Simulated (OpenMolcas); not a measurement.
**Os4+: effect of the basis set**

```yaml
Program: OpenMolcas
Method: CASSCF
Active_space: 4 electrons in 5 orbitals (5d)
State_averaging: 2S+1 = 5 even, 5 roots; 2S+1 = 3 even, 45 roots; 2S+1 = 1 even, 50 roots
Spin-orbit_coupling: RASSI with atomic mean-field integrals over the reference wave functions, term energies averaged over their components
```

A. ANO-R1 [7s5p4d2f], X2C, finite nucleus; cost about 40 core-seconds
B. ANO-RCC-VDZP [7s6p4d2f1g], DKH2, point nucleus; cost of the order of 28 core-seconds
C. ANO-R2 [8s6p5d3f1g], X2C, finite nucleus; cost roughly 40 core-seconds
D. ANO-RCC-VTZP [8s7p5d3f2g1h], DKH2, point nucleus; cost about 30 core-seconds
E. ANO-R3 [10s7p6d4f3g2h], X2C, finite nucleus; cost of the order of 40 core-seconds
F. ANO-RCC-VQZP [9s8p6d4f3g2h], DKH2, point nucleus; cost roughly 28 core-seconds

Energies in eV above 5d4 5D0, the measured ground level; measured values from the list in Palmeri et al., Atoms 14, 22 (2026).

| Level | A | B | C | D | E | F | Measured |
| --- | --- | --- | --- | --- | --- | --- | --- |
| 5d4 5D0 [68 %] | 0.0000 | 0.0000 | 0.0000 | 0.0000 | 0.0000 | 0.0000 | 0.0000 |
| 5d4 5D1 | 0.5135 | 0.5599 | 0.4491 | 0.4480 | 0.4437 | 0.4430 | 0.5345 |
| 5d4 5D2 | 1.0000 | 1.0740 | 0.8944 | 0.8915 | 0.8843 | 0.8822 | 1.0022 |
| 5d4 5D3 | 1.4039 | 1.4897 | 1.2784 | 1.2737 | 1.2654 | 1.2617 | 1.3661 |
| 5d4 5D4 [72 %] | 1.7047 | 1.7836 | 1.5838 | 1.5774 | 1.5701 | 1.5649 | 1.6076 |
| 5d4 3P0(1) [54 %] | 2.6485 | 2.7015 | 2.5760 | 2.5646 | 2.5674 | 2.5572 |  |
| 5d4 3H4 [59 %] | 2.8281 | 2.8774 | 2.7616 | 2.7499 | 2.7552 | 2.7448 | 2.5260 |
| 5d4 3G3 [62 %] | 3.4112 | 3.4624 | 3.3394 | 3.3262 | 3.3334 | 3.3218 | 2.9685 |
| 5d4 3H5 | 3.4998 | 3.5727 | 3.3964 | 3.3831 | 3.3889 | 3.3774 | 3.1422 |
| 5d4 3F2(1) [71 %] | 3.5649 | 3.6133 | 3.4958 | 3.4817 | 3.4897 | 3.4773 |  |
| 5d4 3P1(1) | 3.5984 | 3.6743 | 3.4913 | 3.4774 | 3.4824 | 3.4703 | 3.0599 |
| 5d4 3H6 [75 %] | 3.7994 | 3.8768 | 3.6881 | 3.6736 | 3.6797 | 3.6671 | 3.4305 |
| 5d4 3F3(1) [52 %] | 4.6345 | 4.7149 | 4.5108 | 4.4942 | 4.5014 | 4.4871 |  |
| 5d4 3D3 [50 %] | 4.9080 | 5.0019 | 4.7848 | 4.7676 | 4.7760 | 4.7611 |  |
| 5d4 3G5 | 5.1175 | 5.2440 | 4.9377 | 4.9199 | 4.9254 | 4.9103 | 4.5893 |
| 5d4 1I6 [75 %] | 5.3816 | 5.4973 | 5.2201 | 5.2009 | 5.2105 | 5.1940 | 4.8705 |
| 5d4 3D1 | 5.4913 | 5.5988 | 5.3399 | 5.3212 | 5.3294 | 5.3133 | 4.7778 |
| 5d4 1S0(1) | 6.2872 | 6.3974 | 6.1346 | 6.1126 | 6.1254 | 6.1064 |  |
| 5d4 1F3 [63 %] | 6.7265 | 6.8237 | 6.5939 | 6.5715 | 6.5855 | 6.5660 | 5.7713 |
| 5d4 3P2(2) [68 %] | 7.2662 | 7.3350 | 7.1734 | 7.1493 | 7.1683 | 7.1471 |  |
| 5d4 3F4(2) [60 %] | 7.5886 | 7.6895 | 7.4567 | 7.4311 | 7.4487 | 7.4264 |  |
| 5d4 3F2(2) [58 %] | 7.9297 | 8.0472 | 7.7706 | 7.7449 | 7.7616 | 7.7395 |  |
| 5d4 3F3(2) | 8.0078 | 8.1118 | 7.8649 | 7.8388 | 7.8570 | 7.8344 | 6.9272 |
| 5d4 3P1(2) | 8.1522 | 8.2536 | 8.0118 | 7.9854 | 8.0035 | 7.9806 | 6.9416 |

Deviations, from unrounded energies. A percentage is the sum of absolute deviations over the sum of measured energies, with the sign that they share, or ± where signs differ.

| Against measurement | Levels | A | B | C | D | E | F |
| --- | --- | --- | --- | --- | --- | --- | --- |
| mean absolute deviation (cm-1) | 15 | 3900 | 4500 | 3200 | 3100 | 3200 | 3100 |
| fine structure of the ground term (%) | 4 | ±3.5 | +8.8 | -6.8 | -7.1 | -7.7 | -7.9 |
| other terms of the ground configuration (%) | 11 | +14.3 | +16.3 | +11.5 | +11.1 | +11.3 | +11.0 |

C, D, E, F lie about equally close to measurement and B furthest from it. The largest miss of F in the table is 5d4 3P1(2), by +8400 cm-1. The ranking rests on the paired levels alone, and a cruder setting can come out closer through cancelling errors.

Among A to F the level of the table that moves most is 5d4 3G5, by 2700 cm-1 (lowest in F, highest in B).

Without dynamic correlation excited terms often stand tens of per cent too high (terms of higher spin than the ground term too low), and those without a measured partner can miss by more than the paired ones. The basis is small and was not contracted for so high a charge (holds for A; B). Computed and measured levels are paired by configuration, term and J; levels that our copy of the source lacks, or whose pairing is in doubt (as where it misses far off the trend of its configuration), stay unpaired and out of the deviations. Only configurations of the active space appear. The table leaves out levels that lie high or whose names do not pair safely across all columns.

A share in square brackets marks a mixed level and gives the weight of the term that names it, the lowest over the columns. A number in round brackets counts repeated terms of one configuration in the order of the reference energies.
